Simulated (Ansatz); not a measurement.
```yaml
crystal:
  periodic: [false, false, false]
  atoms:
    - {symbol: B, position_ang: [0.155459, -2.469736, -0.893852]}
    - {symbol: N, position_ang: [0.002913, -0.665968, -0.454216]}
    - {symbol: Si, position_ang: [1.209645, -0.101650, 0.944460]}
    - {symbol: Al, position_ang: [-1.199664, 0.257871, -0.858841]}
    - {symbol: F, position_ang: [-2.603887, -0.183160, -2.136017]}
    - {symbol: Ga, position_ang: [-0.594095, 2.246607, 0.620833]}
    - {symbol: H, position_ang: [1.269703, -2.838706, -0.522710]}
    - {symbol: H, position_ang: [-0.883804, -2.584757, -1.818212]}
    - {symbol: H, position_ang: [0.889480, 1.100073, 1.404661]}
    - {symbol: H, position_ang: [2.576862, -0.204183, 0.283952]}
    - {symbol: H, position_ang: [1.018219, -1.117375, 2.083801]}
    - {symbol: H, position_ang: [0.274468, 3.489161, 0.013941]}
    - {symbol: H, position_ang: [-1.481614, 2.602329, 1.776196]}
basis:
  gaussian: {orbitals: def2-TZVPP}
hamiltonian: {xc: {name: wB97M-V}}
relax: {f_tol: 0.0001, max_steps: 2}
output: {forces: true}
```

```sh
$ ansatz run in.yaml --threads 2 --pin off --events-out ev --progress --plain --max-ram 32768MiB --backend cuda --devices 0, --max-vram 18GiB
```

How does Ansatz answer? (Best estimate.)

Ansatz gave: The run did not converge.
```
Functional definition: wB97M-V
1859 factors; their error is unknown
491 factors; integrals over basis functions are off by at most 8.7e-7 eV
mean field evaluation 1: about -71833.6316 eV, gradient 7.8e1 eV
mean field evaluation 2: about -71820.6582 eV, gradient 1.1e2 eV
mean field evaluation 4: about -71845.1625 eV, gradient 6.4e0 eV
mean field evaluation 8: about -71845.2402 eV, gradient 1.9e-1 eV
mean field evaluation 16: about -71845.3532 eV, gradient 7.0e-4 eV
mean field -71845.35319659 eV, -2640.2680314453 hartree, gradient 4.8e-5 eV, S^2 0.000000; 0 other end points of the search recorded, 0 dependent functions left out
reference -71845.35326779 eV, -2640.2680340618 hartree; 43, 43 occupied and 280, 280 virtual orbitals, 1859 factors
relax step   1: F+E_penalty+E_count = -71845.35319659 eV  Δ(F+E_penalty+E_count) = +0.000e0 eV  max|allowed force component| = 8.696e0 eV/Å  Δτ_max = 0.0000 Å  (34 SCF iters, accepted)
1859 factors; their error is unknown
491 factors; integrals over basis functions are off by at most 1.0e-6 eV
mean field -71848.86751881 eV, -2640.3971804047 hartree, gradient 1.2e-5 eV, S^2 0.000000; 0 other end points of the search recorded, 0 dependent functions left out
reference -71848.86758993 eV, -2640.3971830183 hartree; 43, 43 occupied and 280, 280 virtual orbitals, 1859 factors
relax step   2: F+E_penalty+E_count = -71848.86751881 eV  Δ(F+E_penalty+E_count) = -3.514e0 eV  max|allowed force component| = 5.697e0 eV/Å  Δτ_max = 0.1948 Å  (42 SCF iters, accepted)
Error: geometry relaxation did not converge after 2 steps: max|allowed force component| = 5.70e0 eV/Å (threshold 1.0e-4). Raise `relax.max_steps` over both its present limit and 2, loosen `relax.f_tol`, or start from a geometry closer to equilibrium. Where this run's directory can be resumed (`checkpoint.write`), a resume goes on for up to `relax.max_steps` more
```
